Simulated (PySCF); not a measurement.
**Calculated NMR parameters of CC#Cc1ccn([SiH3])c1F**

```yaml
Formula: C7H8FNSi
SMILES: CC#Cc1ccn([SiH3])c1F
Point_group_of_the_computed_structure: C1
Degrees_of_unsaturation: 5
Carbon_signals: 7
Proton_signals: 4
```

Mapped SMILES: `[CH3:1][C:2]#[C:3][c:4]1[cH:5][cH:6][n:7]([SiH3:8])[c:9]1[F:10]` (H(Xn): hydrogen on atom n).

Theoretical values (PySCF 2.14.0 with density-fitted response routines): geometry from GFN2-xTB, shieldings: GIAO PBE0/pcSseg-1. No solvent model, non-relativistic Hamiltonian, one averaged value for each set of equivalent atoms, one computed conformer.

Scale: 1H, 13C, 29Si against TMS; 19F against CFCl3; 15N against NH3 (reference shieldings calculated alike).

| carbon | δC, type | δH (multiplicity) | HMBC from (2–3 bonds) | span of the C tensor (ppm) |
| --- | --- | --- | --- | --- |
| C1 | 5.9, CH3 | 2.27 (s) | – | 21 |
| C2 | 95.8, C | – | H(C1) | 219 |
| C3 | 76.8, C | – | H(C5), H(C1) | 261 |
| C4 | 93.0, C | – | H(C5), H(C6) | 103 |
| C5 | 120.3, CH | 6.40 (m) | H(C6) | 165 |
| C6 | 117.0, CH | 5.93 (m) | H(C5), H(Si8) | 145 |
| C9 | 163.0, C | – | H(C5), H(C6), H(Si8) | 103 |

Other nuclei:
```csv
atoms,nucleus,environment,δ (ppm),σ (ppm)
H(Si8),1H,hydrogen on a silicon bonded to N,4.98,26.74
F10,19F,aryl fluorine,-140.3,311.2
Si8,29Si,"silicon bonded to N, 3 H",-54.5,403.7
N7,15N,pyrrole-type ring nitrogen,152.7,115.0
```

- Carbon types of the structure: 4 × C, 2 × CH, 1 × CH3, leaving 3 H on heteroatoms.
- δC 163.0: aromatic carbon bearing fluorine; σ withdrawal by the attached heteroatom moves it downfield of the ring CH carbons.
- δC 120.3: aromatic CH.
- δC 117.0: aromatic CH next to a ring nitrogen.
- δC 95.8, 76.8: alkyne carbon; the triple bond shields along its axis, which puts it between sp3 and sp2 carbons.
- δC 93.0: substituted aromatic carbon.

Splittings by 19F in the carbon and heteronuclear signals aren't shown, as no couplings were computed. Shifts are as computed. Against solution values, carbons near 30 ppm lie about +3 ppm off and those near 130 ppm about +5 ppm. Of 1211 compounds with measured shifts, 218 miss one by over three times the rms of a fit or turn the order of signals round; such compounds aren't used in these exercises. Unscaled 19F shifts against computed CFCl3 carry errors that often reach 10 to 50 ppm. Experimental scales use liquid or dissolved standards, which lie at an offset from isolated NH3 (liquid NH3: subtract about 20 ppm). Unscaled 15N shifts of sp2 nitrogen come out 20 to 40 ppm too high even then. Multiplicities follow the n + 1 count of equivalent neighbours, as no J values were calculated; m marks all less simple cases, F and P coupling included.
